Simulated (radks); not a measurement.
The palladium ion Pd+ inside a hard spherical wall (all orbitals vanish at R), configuration held at [Kr] 4d9 and not refilled when levels cross. Calculated with a radial shooting solver on a logarithmic mesh with Libxc functionals: scalar-relativistic Kohn-Sham, PBE, spin-polarised, spherical densities, point nucleus; open shells are filled with parallel spins first (spin-orbit coupling, left out, can overturn this in heavy ions). Eigenvalues in eV for spin up, with the zero of energy where the potential of the charges vanishes at infinity; a dash marks a level that is unbound or too diffuse for the functional's potential to be trusted. A positive occupied level is held by the wall or, in an anion where self-interaction has pushed it up, behind a barrier. The pressure on the wall is -dE/dV.

R (bohr)  E (hartree)  kinetic (hartree)    e(3d)    e(4s)    e(4p)    e(4d)  e(5s, empty)  e(5p, empty)  pressure (GPa)
free      -5045.56258           5233.588  -336.97  -96.999  -62.797  -14.931       -11.181        -6.332               0
20        -5045.56258           5233.588  -336.97  -96.999  -62.797  -14.931       -11.181        -6.332        < 0.0001
15        -5045.56258           5233.588  -336.97  -96.999  -62.797  -14.931       -11.181        -6.332        < 0.0001
10        -5045.56258           5233.588  -336.97  -96.999  -62.797  -14.931       -11.180        -6.314        < 0.0001
8         -5045.56252           5233.589  -336.96  -96.994  -62.792  -14.927       -11.163        -6.189         0.00382
7         -5045.56222           5233.592  -336.94  -96.972  -62.771  -14.907       -11.102        -5.940          0.0324
6         -5045.56025           5233.611  -336.83  -96.868  -62.670  -14.816       -10.853        -5.270           0.280
5         -5045.54793           5233.705  -336.35  -96.429  -62.246  -14.424        -9.910        -3.424            2.52
3.5       -5045.32123           5234.957  -331.81  -92.545  -58.538  -10.756        -1.496         8.822            89.5
3         -5044.90668           5236.950  -326.53  -88.349  -54.533   -6.417         8.937        22.282             353
2         -5038.77338           5263.217  -286.97  -60.182  -25.694   28.160        99.263        125.46           10700
